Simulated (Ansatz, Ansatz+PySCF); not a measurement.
```xyz
5

C     0.0000    0.0000   -0.6187
F     0.0000    0.0000    2.1081
H     0.0000   -1.0360   -0.9966
H    -0.8972    0.5180   -0.9966
H     0.8972    0.5180   -0.9966
```

Basis set: STO-3G (spherical functions). Frozen core: 2 orbitals. Charge 0, multiplicity 1.

Computed with Ansatz (development build ahead of 0.2.0); each method stands on the lowest determinant of its kind that the runs found. Restricted open shells among the atoms or ions are ROHF, correlated in semicanonical orbitals with singles.

(1) Give the atomization energy at this shape (free ground-state atoms in the same class of orbitals less the molecule, no zero-point energy) of singlet CH3F by UHF-CCSD(T), UHF-MP2, UHF, RHF-MP2, RHF.

Results:

(1)

```json
{"method": "UHF-CCSD(T)", "atomization energy": "321.37 kcal/mol"}
{"method": "UHF-MP2", "atomization energy": "314.91 kcal/mol"}
{"method": "UHF", "atomization energy": "295.57 kcal/mol"}
{"method": "RHF-MP2", "atomization energy": "274.06 kcal/mol"}
{"method": "RHF", "atomization energy": "134.95 kcal/mol"}
```

Caution for UHF-CCSD(T), UHF-MP2: a plain start can end on a higher determinant; bonds are stretched, where a single reference can fail. Caution for UHF-CCSD(T): another reference gives a lower total. Caution for UHF-CCSD(T), UHF-MP2, UHF: the unrestricted determinant is a mixture of spin states. Caution for RHF-MP2, RHF: an unrestricted determinant lies well below. Caution for RHF-MP2: large amplitudes, a single reference is doubtful.

This basis has no polarisation functions and is too small for such energies, which can lie far from measured ones in either direction.
